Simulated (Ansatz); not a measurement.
Input for Ansatz (a first-principles code): R-B3LYP/def2-TZVPPD on C3H5Cl (a complex), monomers drawn apart or pushed together. Files ending in .json are basis or fitting sets from the Basis Set Exchange.

Ansatz 0.2 input:
```yaml
crystal:
  periodic: [false, false, false]
  atoms:
    - {symbol: C, position_ang: [0.41051972, 0.07596698, 0.03502410]}
    - {symbol: C, position_ang: [0.55043701, -0.81996688, -0.74703761]}
    - {symbol: H, position_ang: [0.28303593, 0.85982101, 0.74464672]}
    - {symbol: H, position_ang: [0.67620536, -1.60768192, -1.44911977]}
    - {symbol: C, position_ang: [-0.51405862, -0.50021305, 4.53431801]}
    - {symbol: Cl, position_ang: [-0.46495639, 1.29696318, 4.50436627]}
    - {symbol: H, position_ang: [0.24634044, -0.84564578, 5.22767178]}
    - {symbol: H, position_ang: [-1.50275295, -0.80372051, 4.86400156]}
    - {symbol: H, position_ang: [-0.31390549, -0.86087953, 3.52988323]}
basis:
  gaussian:
    orbitals: def2-TZVPPD.json
hamiltonian:
  xc: {name: B3LYP}
scf: {lower_state_search: off}
```

Program output:

```
WARN ansatz: RAYON_NUM_THREADS=1 ignored (pool sized by the plan → 1); use --threads N
Functional definition: B3LYP
these checks for a lower state are left out or cut short: stability, starts, cluster_reference, orbital_swaps, neighbouring_geometries, increment
integrals: 0.14 GiB planned
1151 factors; their error is unknown
mean field: 1.24 GiB planned
mean field evaluation 1: about -15706.8916 eV, gradient 6.0e1 eV
mean field evaluation 2: about -15703.1584 eV, gradient 6.9e1 eV
mean field evaluation 4: about -15715.2673 eV, gradient 3.2e0 eV
mean field evaluation 8: about -15715.2998 eV, gradient 1.2e-1 eV
mean field evaluation 16: about -15715.2998 eV, gradient 5.0e-6 eV
mean field -15715.29984782 eV, -577.5266171945 hartree, gradient 2.5e-6 eV, S^2 0.000000; 0 other end points of the search recorded, 0 dependent functions left out
reference -15715.30016956 eV, -577.5266290185 hartree; 20, 20 occupied and 227, 227 virtual orbitals, 1151 factors
Total energy: -15715.30016956 eV, -577.5266290185 hartree
Checks for a lower state left out: stability, starts, cluster_reference, orbital_swaps, neighbouring_geometries, increment
```

Self-consistency was reached.

Cost: about 4 core-seconds (a rough figure).
